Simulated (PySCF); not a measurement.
Vertical excitations of a molecule C5H5F from TDA-PBE/def2-SVPD (PySCF), as energy in eV (oscillator strength): 4.69 (0.000), 5.04 (0.000), 5.71 (0.647), 5.97 (0.002), 6.18 (0.297), 6.51 (0.001), 6.52 (0.002), 6.96 (0.170), 7.11 (0.000), 7.15 (0.018). Lowest triplet (TDA): 3.16 eV. The structure is a stationary point at PBE-D3(BJ)/def2-SVP. Other conformers were not sampled.

**Question.** Which molecule gave these data?
(A) C#CCC(=C)F
(B) C=C=CC(=C)F
(C) FC1=CCC=C1
(D) C=C=C(F)C=C

**Answer.** B, C=C=CC(=C)F
